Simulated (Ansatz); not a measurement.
Relaxation of CH$_{5}$BBrPTe (10 atoms, charge 0, multiplicity 1), to a largest force component of 0.015 eV/Å in at most 40 steps.

These are results of RKS r2SCAN-D4/def2-SVP in Ansatz 0.2.0, not measurements.

```xyz
10
Properties=species:S:1:pos:R:3
C -0.168 0.223 1.807
Te 1.273 1.022 0.457
B -0.049 0.560 -1.290
P 0.155 -1.163 -2.121
Br -1.354 1.893 -1.925
H -1.157 0.859 1.665
H 0.166 0.373 2.844
H -0.367 -0.786 1.568
H -1.319 -1.334 -2.284
H 0.406 -0.703 -3.397
```

Task: Where does it end, and by what steps?

Result: The run converged. The force dipped under the threshold on the way, but the program's further checks kept it going. After 24 steps the energy has fallen by 1.271 eV; H10 moved furthest, 2.60 Å.

```csv
step,energy less start (eV),largest force component (eV/Å),accepted
0,0.0000,2.705,yes
1,-0.2592,0.892,yes
2,-0.3363,0.372,yes
3,-0.3902,0.442,yes
4,-0.4456,0.751,yes
5,-0.5193,0.742,yes
6,-0.6109,0.449,yes
7,-0.6818,0.218,yes
8,-0.7379,0.573,yes
9,-0.8160,0.496,yes
10,-0.9005,0.539,yes
11,-0.9984,0.419,yes
12,-1.0877,0.464,yes
13,-1.1505,0.322,yes
14,-1.1905,0.200,yes
15,-1.2209,0.128,yes
16,-1.2352,0.316,yes
17,-1.2458,0.444,yes
18,-1.2469,0.357,yes
19,-1.2670,0.088,yes
20,-1.2695,0.041,yes
21,-1.2704,0.017,yes
22,-1.2707,0.006,yes
23,-1.2709,0.028,yes
24,-1.2709,0.012,yes
```

```xyz
10
Properties=species:S:1:pos:R:3
C 0.210 -0.009 1.556
Te 0.238 1.819 0.385
B -0.544 1.017 -1.437
P -1.205 -0.762 -1.624
Br -0.800 2.262 -2.890
H -0.799 -0.440 1.540
H 0.481 0.266 2.584
H 0.945 -0.718 1.153
H -0.785 -1.011 -2.961
H -0.155 -1.480 -0.981
```

Time of the run: 2.9 min on 2 threads of Arm Neoverse V1, on a shared host, peak memory 0.22 GiB.
